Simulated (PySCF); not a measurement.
# Bond lengths and vibrations by method: CGeH4O

All numbers below are calculated, not measured. The program is PySCF 2.14.0, an open-source quantum chemistry code, run on an isolated molecule that a program drew, which may never have been made. The molecule is CGeH4O (charge 0, singlet), drawn as the SMILES string `[CH2]=[GeH][OH]`.

The geometry was optimised and harmonic frequencies were computed with HF and MP2, all in the cc-pVDZ basis, for the commonest isotopes, with a restricted reference for singlets and an unrestricted one otherwise, and a frozen core in MP2. Germanium has the cc-pVDZ-PP basis, with a core potential (ECP10MDF) in place of its 10 inner electrons, and its 3s, 3p and 3d shells are frozen in MP2. Each result is a local minimum of its method.

Geometry at the HF minimum:
```xyz
7
CGeH4O, angstrom
C    -0.6373   -3.0200   -0.2319
Ge   -0.4778   -1.2800   -0.2580
O    -1.3146   -0.2942   -1.4578
H    -1.2517   -3.5486   -0.9473
H    -0.1100   -3.5940    0.5177
H     0.3397   -0.4018    0.6710
H    -1.1675    0.6377   -1.3913
```

Lengths of the bonds as drawn, in Å (atoms numbered as above):
```
bond,HF,MP2
C1-Ge2,1.747,1.776
Ge2-O3,1.764,1.799
C1-H4,1.081,1.093
C1-H5,1.081,1.094
Ge2-H6,1.518,1.528
O3-H7,0.946,0.969
```

Rotational constants, in GHz:
| constant | HF | MP2 |
|---|---|---|
| A | 24.22 | 22.88 |
| B | 6.348 | 6.203 |
| C | 5.03 | 4.88 |

Harmonic frequencies in cm^-1, each column in rising order, so a row needn't be the same motion in every method:
| rank | HF | MP2 |
|---|---|---|
| 1 | 153 | 92 |
| 2 | 228 | 205 |
| 3 | 336 | 238 |
| 4 | 625 | 547 |
| 5 | 718 | 657 |
| 6 | 756 | 672 |
| 7 | 760 | 711 |
| 8 | 895 | 833 |
| 9 | 931 | 860 |
| 10 | 973 | 952 |
| 11 | 1475 | 1361 |
| 12 | 2293 | 2220 |
| 13 | 3319 | ? |
| 14 | 3434 | 3331 |
| 15 | 4168 | 3858 |

**Estimate the missing MP2 frequency from the HF column.**

A single factor s that minimises the squared misfit of MP2 against s times HF over the other rows is sum(HF x MP2) / sum(HF^2) = 0.9430, with an rms misfit of 48 cm^-1. For rank 13 it gives 0.9430 x 3319 = 3130 cm^-1. The calculation gives 3205 cm^-1, 75 cm^-1 above the estimate. The drawn bonds are on average 1.5 % longer in MP2 than in HF.
